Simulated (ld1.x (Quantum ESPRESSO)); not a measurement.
# What the settings do to the TM potential of iron (Fe)

Base potential:

iron (Fe), norm-conserving Troullier–Martins (Kleinman–Bylander form), made with ld1.x (Quantum ESPRESSO) 7.5 (PBE, non-relativistic). Core [Ar], reference 3d6 4s1.75 4p0.25. Waves: 4s (bound): rc 2.25 bohr; 4p (bound): rc 3.30 bohr; 3d (bound): rc 0.90 bohr; 4f channel at 0.1 Ry: rc 3.20 bohr. Local part: all-electron potential smoothed inside 1.10 bohr (lloc = -1). Core correction: a·sin(br)/r model core inside 0.60 bohr.

All-electron outer shells of the reference configuration (PBE, non-relativistic, ld1.x):

```csv
shell,level (eV),outermost node (bohr),outermost maximum (bohr)
3p,-60.09,0.30,0.72
3d,-8.22,–,0.71
4s,-5.48,1.01,2.44
4p,-1.57,1.11,3.29
```

Cutoffs, loose and tight: the cutoffs (Ry, on a coarse ladder) from which the occupation-weighted sum of valence levels, in a spherical-Bessel basis at the reference potential, stays within 10 and 1 mRy of its value at 400 Ry. They do not see the model core or the augmentation charge, which bear on the density cutoff. Test errors are all-electron minus pseudo excitation energies from the reference, over the configurations 3d6 4s2 4p0; 3d6 4s1 4p0; 3d6 4s0 4p0; 3d6 4s0 4p1; 3d6 4s0 4p2; 3d5 4s2 4p0; 3d4 4s0 4p0. A dash means not determined; rows that change the core or the reference have their own tests. The largest error is taken over the tests solved by every variant that gives reliable tests at all: 3d4 4s0 4p0; 3d5 4s2 4p0; 3d6 4s0 4p0; 3d6 4s1 4p0; 3d6 4s2 4p0.

A true bound ghost makes a file unfit for plane-wave use even where its test errors are small: the radial tests pick states by their node count and pass the ghost by. Where a test does run into it, the solver fails or the error is huge.

```tsv
change	outcome	cutoff, loose	cutoff, tight	bound ghosts	largest test error (meV)
base	generated	230 Ry	300 Ry	s, p	-1273
wave 3d (bound): rc 0.90 bohr becomes 3d (bound): rc 0.72 bohr	generated	300 Ry	over 300 Ry	s, p	-1280
wave 3d (bound): rc 0.90 bohr becomes 3d (bound): rc 0.88 bohr	generated	230 Ry	over 300 Ry	s, p	-1274
wave 3d (bound): rc 0.90 bohr becomes 3d (bound): rc 0.94 bohr	generated	200 Ry	300 Ry	s, p	-1269
wave 3d (bound): rc 0.90 bohr becomes 3d (bound): rc 1.10 bohr	generated	180 Ry	260 Ry	s, p	-1250
wave 3d (bound): rc 0.90 bohr becomes 3d (bound): rc 1.24 bohr	generated	140 Ry	230 Ry	s, p	-1216
wave 3d (bound): rc 0.90 bohr becomes 3d (bound): rc 1.34 bohr	generated	140 Ry	200 Ry	s, p	-1180
```

Q: What comes out with this change to the base: wave 3d (bound): rc 0.90 bohr becomes 3d (bound): rc 0.60 bohr?

A: outcome: generated; cutoff, loose: over 300 Ry; cutoff, tight: over 300 Ry; bound ghosts: s, p; largest test error (meV): -1282.

Reading the sweep of the d radius (base included, trends over the rows without a ghost): Bound ghosts are found at 0.6, 0.72, 0.88, 0.9, 0.94, 1.1, 1.24, 1.34 bohr. Every judged row has one, so this setting neither creates nor removes them.
